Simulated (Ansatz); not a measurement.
Basis-set extrapolation for C₂H₆BFOS (PBE0-D4/def2-TZVP geometry, frozen core, Ansatz 0.2.0). Multiplicity 1, RHF reference.

```json
{"": "HF", "def2-TZVPP": "-675.861009", "def2-QZVPP": "-675.885067"}
{"": "MP2 correlation", "def2-TZVPP": "-1.112929", "def2-QZVPP": "-1.200572"}
{"": "CCSD(T) correlation", "def2-TZVPP": "-1.204726", "def2-QZVPP": "not run"}
```

Energies in hartree. Use E(X) = E(∞) + A·exp(−7.88·√X) for Hartree–Fock and E(X) = E(∞) + B·X^(−2.97) for correlation, with X = 3 and 4, and add CCSD(T) minus MP2 of the smaller set to the MP2 limit.

Problem. What is the CCSD(T) energy at the basis-set limit?

Solution. HF limit: -675.885067 + (-0.024058) × 0.13774 = -675.88838. MP2 limit: -1.200572 + (-0.087643) × 0.74074 = -1.26549. Higher-order term: -1.204726 − (-1.112929) = -0.09180. Total: -677.24567 hartree, 112.9 kcal/mol below CCSD(T)/def2-TZVPP.
